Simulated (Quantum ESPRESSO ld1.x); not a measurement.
Task: Sc VIII, configuration [Ne] 3s2 3p2. All-electron calculation, scalar-relativistic Kohn-Sham, LDA (Slater exchange, VWN5 correlation), spin-polarised, spherical densities, point nucleus; open shells are filled with parallel spins first. Program: ld1.x of Quantum ESPRESSO 7.5. Some entries of the table are withheld. Estimate them.

orbital  occ.  eigenvalue (hartree)  <r^2> (bohr^2)  <1/r> (bohr^-1)
1s up       1             -166.3974        0.007203            20.73
1s down     1             -166.3609        0.007201            20.73
2s up       1              -22.3765          0.1390            4.306
2s down     1              -22.3383          0.1386            4.308
2p up       3              -19.2947          0.1155            4.220
2p down     3              -19.2483          0.1152            4.221
3s up       1               -6.2698           1.059            1.471
3s down     1               -6.1090           1.070            1.465
3p up       2               -5.4233           1.124            1.389
3p down     0               -5.2663           1.141            1.382
3d up       0                   (1)           1.152            1.214
3d down     0                   (2)           1.175            1.210
4s up       0               -2.7214           4.522           0.7049
4s down     0               -2.6729           4.648           0.6938

Result: 
(1) 3d up eigenvalue (hartree): -4.1570
(2) 3d down eigenvalue (hartree): -4.0133
